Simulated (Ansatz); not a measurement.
[EuCl6]3- (EuCl₆³⁻). Total charge -3; septet. Geometry r2SCAN-D4/def2-SVP.

```xyz
7

Eu    0.000    0.000    0.000
Cl   -1.321   -1.448   -1.979
Cl    1.321    1.449    1.979
Cl   -0.815   -1.906    1.861
Cl    0.816    1.905   -1.861
Cl   -2.332    1.471    0.401
Cl    2.331   -1.471   -0.400
```

In the def2 sets Eu takes a core potential; there is no spin–orbit coupling. With an open 4f shell the SCF may have ended on a state above the lowest. A multiply charged anion in the gas phase is held together partly by the finite basis. At PBE-D4/def2-SVP, PBE-D4/def2-TZVP, revPBE-D4/def2-TZVP, r2SCAN-D4/def2-TZVP the charge -3 septet is spin-contaminated (final ⟨S²⟩ up to 12.25, 12.00 for a pure state). At PBE-D4/def2-SVP, PBE-D4/def2-TZVP, revPBE-D4/def2-TZVP, r2SCAN-D4/def2-TZVP and others the highest occupied level of the charge -3 septet lies above zero (up to 5.50 eV). The electron is either unbound and held by the finite basis, or the level is raised by self-interaction error.

Q: Estimate the α-spin orbital energies around the gap (eV) in Ansatz with PBE-D4/def2-SVP, PBE-D4/def2-TZVP, revPBE-D4/def2-TZVP, r2SCAN-D4/def2-TZVP, CAM-B3LYP-D4/def2-TZVP.

A: 
```json
{"orbital": "HOMO−9", "PBE-D4/def2-SVP": "4.93", "PBE-D4/def2-TZVP": "4.11", "revPBE-D4/def2-TZVP": "4.17", "r2SCAN-D4/def2-TZVP": "3.50", "CAM-B3LYP-D4/def2-TZVP": "0.95"}
{"orbital": "HOMO−8", "PBE-D4/def2-SVP": "5.14", "PBE-D4/def2-TZVP": "4.32", "revPBE-D4/def2-TZVP": "4.35", "r2SCAN-D4/def2-TZVP": "3.77", "CAM-B3LYP-D4/def2-TZVP": "1.47"}
{"orbital": "HOMO−7", "PBE-D4/def2-SVP": "5.32", "PBE-D4/def2-TZVP": "4.43", "revPBE-D4/def2-TZVP": "4.48", "r2SCAN-D4/def2-TZVP": "3.96", "CAM-B3LYP-D4/def2-TZVP": "1.52"}
{"orbital": "HOMO−6", "PBE-D4/def2-SVP": "5.36", "PBE-D4/def2-TZVP": "4.50", "revPBE-D4/def2-TZVP": "4.55", "r2SCAN-D4/def2-TZVP": "3.99", "CAM-B3LYP-D4/def2-TZVP": "1.55"}
{"orbital": "HOMO−5", "PBE-D4/def2-SVP": "5.36", "PBE-D4/def2-TZVP": "4.50", "revPBE-D4/def2-TZVP": "4.55", "r2SCAN-D4/def2-TZVP": "3.99", "CAM-B3LYP-D4/def2-TZVP": "1.55"}
{"orbital": "HOMO−4", "PBE-D4/def2-SVP": "5.46", "PBE-D4/def2-TZVP": "4.59", "revPBE-D4/def2-TZVP": "4.64", "r2SCAN-D4/def2-TZVP": "4.12", "CAM-B3LYP-D4/def2-TZVP": "1.61"}
{"orbital": "HOMO−3", "PBE-D4/def2-SVP": "5.46", "PBE-D4/def2-TZVP": "4.59", "revPBE-D4/def2-TZVP": "4.64", "r2SCAN-D4/def2-TZVP": "4.12", "CAM-B3LYP-D4/def2-TZVP": "1.61"}
{"orbital": "HOMO−2", "PBE-D4/def2-SVP": "5.47", "PBE-D4/def2-TZVP": "4.59", "revPBE-D4/def2-TZVP": "4.65", "r2SCAN-D4/def2-TZVP": "4.20", "CAM-B3LYP-D4/def2-TZVP": "1.84"}
{"orbital": "HOMO−1", "PBE-D4/def2-SVP": "5.50", "PBE-D4/def2-TZVP": "4.68", "revPBE-D4/def2-TZVP": "4.72", "r2SCAN-D4/def2-TZVP": "4.20", "CAM-B3LYP-D4/def2-TZVP": "1.85"}
{"orbital": "HOMO", "PBE-D4/def2-SVP": "5.50", "PBE-D4/def2-TZVP": "4.68", "revPBE-D4/def2-TZVP": "4.72", "r2SCAN-D4/def2-TZVP": "4.20", "CAM-B3LYP-D4/def2-TZVP": "1.85"}
{"orbital": "LUMO", "PBE-D4/def2-SVP": "5.71", "PBE-D4/def2-TZVP": "4.90", "revPBE-D4/def2-TZVP": "4.95", "r2SCAN-D4/def2-TZVP": "4.73", "CAM-B3LYP-D4/def2-TZVP": "7.07"}
{"orbital": "LUMO+1", "PBE-D4/def2-SVP": "9.72", "PBE-D4/def2-TZVP": "9.41", "revPBE-D4/def2-TZVP": "9.48", "r2SCAN-D4/def2-TZVP": "10.01", "CAM-B3LYP-D4/def2-TZVP": "10.51"}
{"orbital": "LUMO+2", "PBE-D4/def2-SVP": "10.82", "PBE-D4/def2-TZVP": "10.12", "revPBE-D4/def2-TZVP": "10.13", "r2SCAN-D4/def2-TZVP": "10.27", "CAM-B3LYP-D4/def2-TZVP": "11.18"}
{"orbital": "LUMO+3", "PBE-D4/def2-SVP": "10.87", "PBE-D4/def2-TZVP": "10.15", "revPBE-D4/def2-TZVP": "10.18", "r2SCAN-D4/def2-TZVP": "10.27", "CAM-B3LYP-D4/def2-TZVP": "11.23"}
{"orbital": "LUMO+4", "PBE-D4/def2-SVP": "10.87", "PBE-D4/def2-TZVP": "10.15", "revPBE-D4/def2-TZVP": "10.18", "r2SCAN-D4/def2-TZVP": "10.33", "CAM-B3LYP-D4/def2-TZVP": "11.23"}
{"orbital": "LUMO+5", "PBE-D4/def2-SVP": "11.86", "PBE-D4/def2-TZVP": "10.49", "revPBE-D4/def2-TZVP": "10.64", "r2SCAN-D4/def2-TZVP": "10.76", "CAM-B3LYP-D4/def2-TZVP": "11.77"}
{"orbital": "β HOMO", "PBE-D4/def2-SVP": "5.44", "PBE-D4/def2-TZVP": "4.57", "revPBE-D4/def2-TZVP": "4.62", "r2SCAN-D4/def2-TZVP": "4.17", "CAM-B3LYP-D4/def2-TZVP": "1.83"}
{"orbital": "β LUMO", "PBE-D4/def2-SVP": "9.65", "PBE-D4/def2-TZVP": "8.82", "revPBE-D4/def2-TZVP": "8.88", "r2SCAN-D4/def2-TZVP": "9.65", "CAM-B3LYP-D4/def2-TZVP": "10.51"}
```
